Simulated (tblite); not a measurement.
Compound: C7H8O.
Atom-mapped SMILES: `[CH:1]#[C:2][CH2:3][CH:4]1[CH2:5][C:6](=[O:7])[CH2:8]1` (hydrogens: H9 on C1; H10, H11 on C3; H12 on C4; H13, H14 on C5; H15, H16 on C8)

Cartesian coordinates in Å at the GFN2-xTB level; atoms count from 1:
```
atom  x, y, z in Å
C1     3.187    0.346   -0.435
C2     2.140   -0.232   -0.444
C3     0.858   -0.907   -0.432
C4    -0.140   -0.174    0.460
C5    -1.582   -0.722    0.408
C6    -2.043    0.631   -0.094
O7    -3.112    1.086   -0.376
C8    -0.635    1.183   -0.085
H9     4.110    0.845   -0.436
H10    0.473   -0.960   -1.455
H11    0.996   -1.929   -0.065
H12    0.259   -0.105    1.474
H13   -1.745   -1.525   -0.309
H14   -2.020   -1.019    1.360
H15   -0.497    2.043    0.568
H16   -0.260    1.448   -1.073
```

Level: GFN2-xTB in tblite, geometry and Hessian alike; calculated harmonic values, unscaled, isolated species. Against measured fundamentals such values can be off by several per cent, at times by over 20. One conformer, not necessarily the lowest.

Harmonic wavenumbers (cm⁻¹): 38.2, 60.8, 130.6, 278.5, 307.2, 356.3, 409.8, 439.1, 504.7, 641.3, 650.3, 673.6, 700.0, 846.9, 882.1, 945.2, 967.9, 1011.4, 1036.6, 1044.6, 1085.7, 1091.6, 1130.8, 1193.4, 1202.2, 1216.5, 1228.1, 1284.9, 1334.8, 1414.8, 1425.7, 1450.3, 1858.5, 2298.6, 2943.1, 2957.6, 2976.5, 2996.3, 3000.3, 3009.4, 3014.0, 3400.4.

A = 6225, B = 1073, C = 971.5 MHz; mass 108.058 u (most abundant isotopes); point group C1, symmetry number 1.

Task: What is the zero-point energy?

Result: ½Σν̃ = 27719 cm⁻¹ = 331.60 kJ/mol.

Task: What is S at 400 K and 1 bar for an ideal gas of classical rigid rotors and harmonic oscillators?

Result: Translation 173.36, rotation 122.05, vibration 125.67: S = 421.1 J/(mol K).

Task: And Cp and H(400 K) − H(0)?

Result: Cp = 169.12 J/(mol K), of which vibrations give 135.86 (their classical limit is 42 R = 349.2); H(400 K) − H(0) = 39.37 kJ/mol without the zero-point energy, 26.07 from vibrations.

Task: How do the functions run with temperature in this model?

Result: 
```csv
T (K),S (J/(mol K)),Cp (J/(mol K)),H − H(0) (kJ/mol),G − H(0) (kJ/mol),ln q(vib)
50,239.8,50.5,2.08,-9.91,0.62
100,278.6,63.2,4.91,-22.94,1.61
298.15,376.9,132.4,23.98,-88.41,5.31
373.15,409.7,159.9,34.95,-117.91,6.75
500,462.2,199.6,57.86,-173.25,9.25
750,554.3,253.8,115.09,-300.63,14.17
1000,632.4,288.7,183.20,-449.23,18.83
```

q(vib) and H(0) count from the zero-point level.

Task: Which modes carry the vibrational entropy at 400 K?

Result: 38.2 cm⁻¹: 24.82; 60.8 cm⁻¹: 20.97; 130.6 cm⁻¹: 14.67; 278.5 cm⁻¹: 8.64; 307.2 cm⁻¹: 7.89; 356.3 cm⁻¹: 6.80 J/(mol K); the other 36 give 41.87 together.

Task: Blend soft modes into free rotors: weight 1/[1 + (100 cm⁻¹/ν̃)⁴] for the oscillator and the rest for a rotor with moment μB/(μ + B), μ = h/(8π²ν), B = 10⁻⁴⁴ kg m². What vibrational entropy results?

Result: 112.49 J/(mol K) in place of 125.67, which changes −T·S at 400 K by +5.27 kJ/mol.

Task: What must be added to the electronic energy to get the Gibbs energy at 400 K and 1 bar?

Result: ZPE + [H(400 K) − H(0)] − T·S = 331.60 + 39.37 − 168.44 = 202.53 kJ/mol.

Hindered rotation and anharmonicity are outside this model. Other conformers, if any are populated, would add a mixing term that is left out. The structure is chiral; the term R ln 2 for an equal mix with its mirror image is left out.

The run took 0.71 s on one thread of an Arm Neoverse N1, no GPU, shared host with 64 logical CPUs at a one-minute load of 58. The figure is for the frequency step alone.
